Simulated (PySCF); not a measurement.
Structure problem from calculated spectra and properties.

Elements present: C, F, H, P and Si. Monoisotopic mass: 179.9604 u.

* Triplet: lowest triplet excitation (Tamm–Dancoff): 5.43 eV [TDA wB97X-D/def2-SVPD]
* Rotational structure: rotational constants A, B, C: 1.596, 0.686, 0.560 GHz [GFN2-xTB]
* NMR, other nuclei: isotropic shieldings of nuclei other than C and H, by class: 296 (3 F), 458 (1 F), 390 (1 Si), 415 (1 Si), 629 (1 P) ppm [GIAO PBE0/pcSseg-1]
* Dipole: 2.08 D [wB97X-D/def2-SVPD]
* UV, strongest line: among the 8 lowest singlet transitions: S7 at 7.50 eV (165 nm, f = 0.168) [TDDFT wB97X-D/def2-SVPD]
* Polarisability: 89.7 au [wB97X-D/def2-SVPD]
* 1H NMR: chemical shifts (computed TMS as zero) by class: 5.19 (1 H), 4.90 (1 H), 4.75 (1 H), 1.61 (2 H) ppm [GIAO PBE0/pcSseg-1]
* 13C NMR: chemical shifts (computed TMS as zero) by class: 78.0 (1 C) ppm [GIAO PBE0/pcSseg-1]
* UV, first state: lowest singlet excitation: 6.06 eV (205 nm, f = 0.069) [TDDFT wB97X-D/def2-SVPD]

Electronic properties: PySCF, gas phase, density fitting. Levels stand in brackets. Geometry: GFN2-xTB, one conformer, isolated molecule. NMR classes are plain means over equivalent atoms (diastereotopic ones count apart unless rotation or inversion swaps them), as if these changed places fast.

**Question.** Which formula fits the mass and the elements?

**Answer.** CH5F4PSi2 (calculated 179.9604). No other formula that holds each of these elements comes within 0.0003 u with a fitting electron parity and a possible valence count.

**Question.** Propose a structure and show how it fits.

**Answer.** Numbering: `[F:1][CH2:2][Si@@H:3]([PH2:4])[Si:5]([F:6])([F:7])[F:8]`. The one carbon: sp3 C–F carbon [C2] (78.0 ppm). Hydrogen classes from least to most shielded: 1 H on an sp3 C–F carbon, C2 (5.19 ppm), 1 H on an sp3 C–F carbon, C2 (4.90 ppm), 1 H on an SiH silicon, Si3 (4.75 ppm), 2 H on a three-coordinate phosphorus, P4 (1.61 ppm). The other shieldings belong to: 296 ppm, silicon-bound fluorine [F6/F7/F8]; 458 ppm, alkyl fluorine [F1]; 390 ppm, fluorine-bound silicon [Si5]; 415 ppm, SiH silicon [Si3]; 629 ppm, three-coordinate phosphorus [P4]. The optimised geometry has point group C1 and is an asymmetric top. Structure: `[Si](F)(F)(F)[Si@H](P)CF`. The assignments are read from this structure; whether some other isomer fits the data as well wasn't checked. The mirror image fits equally.

The values belong to the conformer `[F:1][CH2:2][Si@@H:3]([PH2:4])[Si:5]([F:6])([F:7])[F:8]`: F1–C2–Si3–P4 59°, C2–Si3–Si5–F6 65°, H–P4–Si3–C2 -70°, H–P4–Si3–C2 -164°.
